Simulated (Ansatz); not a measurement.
Geometry optimisation, UKS PBE-D4/def2-SVP in Ansatz.

input.yaml

```yaml
crystal:
  periodic: [false, false, false]
  atoms:
    - { symbol: "N", position_ang: [0.35293, -1.03476, 0.50273] }
    - { symbol: Ga, position_ang: [-0.02439, 0.54801, -0.21425] }
    - { symbol: H, position_ang: [0.00208, -1.93774, 0.78729] }
    - { symbol: H, position_ang: [-1.30908, 0.73217, -1.08362] }
    - { symbol: H, position_ang: [1.29685, -0.61183, 0.61114] }
magnetization:
  spin_polarized: true
  initial_magnetization: 1
basis:
  gaussian: { orbitals: def2-SVP }
hamiltonian:
  xc: pbe
  dispersion: d4
relax:
  f_tol: 0.02
  max_steps: 50
```

Run as:

```bash
$ ansatz run input.yaml --threads 1 --pin off --max-ram 2048MiB --backend cpu --events-out ev --progress --plain --runs-dir out
```

Problem. Where does it end, and by what steps?

Solution. The run converged. After 7 steps the energy has fallen by 0.856 eV; H5 moved furthest, 0.51 Å.

```json
{"step": "0", "energy less start (eV)": "0.0000", "largest force component (eV/Å)": "2.309", "accepted": "yes"}
{"step": "1", "energy less start (eV)": "-0.5040", "largest force component (eV/Å)": "1.440", "accepted": "yes"}
{"step": "2", "energy less start (eV)": "-0.7580", "largest force component (eV/Å)": "1.015", "accepted": "yes"}
{"step": "3", "energy less start (eV)": "-0.7999", "largest force component (eV/Å)": "0.925", "accepted": "yes"}
{"step": "4", "energy less start (eV)": "-0.8409", "largest force component (eV/Å)": "0.758", "accepted": "yes"}
{"step": "5", "energy less start (eV)": "-0.8521", "largest force component (eV/Å)": "0.176", "accepted": "yes"}
{"step": "6", "energy less start (eV)": "-0.8550", "largest force component (eV/Å)": "0.052", "accepted": "yes"}
{"step": "7", "energy less start (eV)": "-0.8558", "largest force component (eV/Å)": "0.003", "accepted": "yes"}
```

```xyz
5
Properties=species:S:1:pos:R:3
N 0.509 -0.871 0.489
Ga -0.021 0.644 -0.410
H -0.082 -1.697 0.621
H -1.511 0.613 -1.024
H 1.423 -0.993 0.928
```

Run time: 14 s on 1 thread of Arm Neoverse V2, on a shared host, peak memory 0.13 GiB.
